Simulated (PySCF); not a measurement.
A calculated (PBEsol, PySCF 2.14, aug-cc-pVDZ, no relativity, point nucleus) atom or ion has these occupied shells.

```json
{"shell": "1s α", "electrons": "1", "orbital energy (eV)": "-7504.1", "rms radius, mean of both spins (bohr)": "0.0659"}
{"shell": "1s β", "electrons": "1", "orbital energy (eV)": "-7504.1", "rms radius, mean of both spins (bohr)": "0.0659"}
{"shell": "2s α", "electrons": "1", "orbital energy (eV)": "-877.40", "rms radius, mean of both spins (bohr)": "0.281"}
{"shell": "2s β", "electrons": "1", "orbital energy (eV)": "-876.41", "rms radius, mean of both spins (bohr)": "0.281"}
{"shell": "2p α", "electrons": "3", "orbital energy (eV)": "-761.46", "rms radius, mean of both spins (bohr)": "0.250"}
{"shell": "2p β", "electrons": "3", "orbital energy (eV)": "-760.71", "rms radius, mean of both spins (bohr)": "0.250"}
{"shell": "3s α", "electrons": "1", "orbital energy (eV)": "-95.313", "rms radius, mean of both spins (bohr)": "0.846"}
{"shell": "3s β", "electrons": "1", "orbital energy (eV)": "-93.160", "rms radius, mean of both spins (bohr)": "0.846"}
{"shell": "3p α", "electrons": "3", "orbital energy (eV)": "-60.768", "rms radius, mean of both spins (bohr)": "0.900"}
{"shell": "3p β", "electrons": "3", "orbital energy (eV)": "-58.628", "rms radius, mean of both spins (bohr)": "0.900"}
{"shell": "3d α", "electrons": "5", "orbital energy (eV)": "-4.995", "rms radius, mean of both spins (bohr)": "1.42"}
{"shell": "4s α", "electrons": "1", "orbital energy (eV)": "-4.755", "rms radius, mean of both spins (bohr)": "3.34"}
{"shell": "3d β", "electrons": "3", "orbital energy (eV)": "-3.320", "rms radius, mean of both spins (bohr)": "1.42"}
```

(1) Name the element and its charge.

Answers

(1) Co (cobalt, neutral), in [Ar] 3d8 4s1, high-spin 4F determinant (an excited configuration).
